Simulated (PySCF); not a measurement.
C₄H₇FSi.
Numbering: `[F:1]/[CH:2]=[C:3]1\[CH2:4][CH2:5][SiH2:6]1` (hydrogens: H7 on C2; H8, H9 on C4; H10, H11 on C5; H12, H13 on Si6)

Level of theory: PBE0-D3(BJ)/def2-SVP geometry optimisation, gas phase in PySCF 2.14.0.

List the bond lengths, angles and torsions at this level.

```json
{"bond": "F1–C2", "length (Å)": "1.334"}
{"bond": "C2=C3", "length (Å)": "1.328"}
{"bond": "C3–C4", "length (Å)": "1.523"}
{"bond": "C4–C5", "length (Å)": "1.560"}
{"bond": "C5–Si6", "length (Å)": "1.904"}
{"bond": "C3–Si6", "length (Å)": "1.871"}
{"bond": "C2–H7", "length (Å)": "1.095"}
{"bond": "C4–H8, C4–H9", "length (Å)": "1.103"}
{"bond": "C5–H10, C5–H11", "length (Å)": "1.099"}
{"bond": "Si6–H12, Si6–H13", "length (Å)": "1.497"}
```

Bonds in one row agree within 0.01 Å and their mean is given. A selection of angles:
```json
{"angle": "F1–C2–C3", "degrees": "122.3"}
{"angle": "F1–C2–H7", "degrees": "112.2"}
{"angle": "C3–C2–H7", "degrees": "125.5"}
{"angle": "C2–C3–C4", "degrees": "129.0"}
{"angle": "C2–C3–Si6", "degrees": "139.3"}
{"angle": "C4–C3–Si6", "degrees": "91.7"}
{"angle": "C3–C4–C5", "degrees": "100.8"}
{"angle": "C3–C4–H8", "degrees": "112.0"}
{"angle": "C5–C4–H8", "degrees": "112.8"}
{"angle": "H8–C4–H9", "degrees": "106.4"}
{"angle": "C4–C5–Si6", "degrees": "89.4"}
{"angle": "C4–C5–H10", "degrees": "113.7"}
{"angle": "Si6–C5–H10", "degrees": "115.5"}
{"angle": "H10–C5–H11", "degrees": "107.9"}
{"angle": "C5–Si6–H12", "degrees": "117.3"}
{"angle": "C3–Si6–C5", "degrees": "78.0"}
{"angle": "C3–Si6–H12", "degrees": "116.9"}
{"angle": "H12–Si6–H13", "degrees": "107.8"}
```

Dihedral angles: F1–C2–C3–C4 0° (synperiplanar); C2–C3–C4–C5 -179° (antiperiplanar); C3–C4–C5–Si6 0° (synperiplanar); C4–C5–Si6–C3 0° (synperiplanar); C2–C3–Si6–C5 179° (antiperiplanar).

The 2 C–Si bonds span 1.871 Å (C3–Si6, drawn single) to 1.904 Å (C5–Si6, drawn single), a spread of 0.033 Å. The 4-membered ring C3–C4–C5–Si6 has internal angles of 78.0° to 100.8° (sum 360°, against 360° for a flat polygon); it is planar, 0.00 Å rms from its mean plane, widest ring torsion 0°. The 6 heavy atoms lie in one plane (0.003 Å rms). The 3 C–C bonds span 1.328 Å (C2=C3, drawn double) to 1.560 Å (C4–C5, drawn single), a spread of 0.232 Å. Si6 (SiH2 silicon) has angles from 78.0° to 117.5°.

Point group: Cs (every atom within 0.08 Å of its image). Whether it is a minimum is left open (no frequencies).
